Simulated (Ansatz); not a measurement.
Isolated molecules relaxed with PBE0-D4/def2-TZVP in Ansatz; ΔE leaves out vibrations. CBS: MP2 limit from def2 TZ/QZ plus the TZ coupled-cluster correction, frozen cores. This one scheme is used for every species. DFT in def2-TZVPP. Elements past krypton have def2 core potentials. For In outer-core shells are correlated without core-valence functions, which leaves a few kJ/mol of doubt a bond. Each species was taken in one conformer, which may not be the lowest.

`C[Si](C)(C)[O][In]([Cl])[Cl]` + H₂ → `[Cl][InH][Cl]` + `C[Si](C)(C)O`  (hydrogenolysis of the In–O bond)

`C[Si](C)(C)[O][In]([Cl])[Cl]`:

```xyz
17

C    -1.903   -0.013   -1.232
Si   -0.304    0.060   -0.276
C    -0.022    1.772    0.420
C     1.141   -0.422   -1.359
O    -0.450   -1.026    0.968
In    0.778   -1.519    2.391
Cl    0.168   -3.090    3.945
Cl    2.854   -0.520    2.516
H    -1.886    0.681   -2.077
H    -2.078   -1.018   -1.623
H    -2.750    0.251   -0.594
H     0.913    1.821    0.986
H     0.041    2.516   -0.380
H    -0.839    2.067    1.084
H     2.083   -0.386   -0.803
H     1.017   -1.434   -1.755
H     1.238    0.258   -2.210
```

H₂:

```xyz
2

H     0.125   -0.257   -0.240
H    -0.125    0.257    0.240
```

`[Cl][InH][Cl]`:

```xyz
4

Cl   -0.727   -2.067    0.118
In    0.102    0.070   -0.187
Cl   -0.250    1.402    1.669
H     0.874    0.595   -1.600
```

`C[Si](C)(C)O`:

```xyz
15

C    -1.542   -0.786   -0.378
Si    0.185   -0.086   -0.221
C     0.083    1.770   -0.009
C     1.095   -0.869    1.201
O     1.086   -0.465   -1.562
H    -2.075   -0.352   -1.229
H    -2.133   -0.578    0.519
H    -1.514   -1.870   -0.518
H    -0.426    2.242   -0.855
H     1.080    2.210    0.071
H    -0.474    2.031    0.895
H     0.583   -0.680    2.148
H     2.110   -0.471    1.280
H     1.168   -1.951    1.067
H     0.774   -0.145   -2.409
```

CCSD(T)/CBS gives +0.24 eV.

Problem. Another level gave -0.04 eV. Which?
A. PBE0-D4/def2-TZVPP
B. r2SCAN/def2-TZVPP
C. CAM-B3LYP/def2-TZVPP
D. revPBE-D4/def2-TZVPP

Solution. C. CAM-B3LYP -0.04, r2SCAN 0.09, PBE0-D4 0.04, revPBE-D4 0.14 eV.

Largest T1 diagnostic among the species: 0.013.

The D4 term adds +0.18 eV with B3LYP and +0.11 eV with PBE0; it sums over pairs of atoms, weighted by their polarisabilities, and B3LYP, whose exchange is more repulsive, gets the larger term. In def2-TZVPP, CCSD(T) changes the Hartree–Fock value by +0.30 eV (the triples alone add +0.08 eV) and MP2 by +0.38 eV.

B3LYP here is the variant with VWN-RPA as its local correlation; programs differ in this.

CCSD(T)/CBS has its own doubt, a few kJ/mol and more with outer-core shells, so smaller differences from it don't rank the levels.
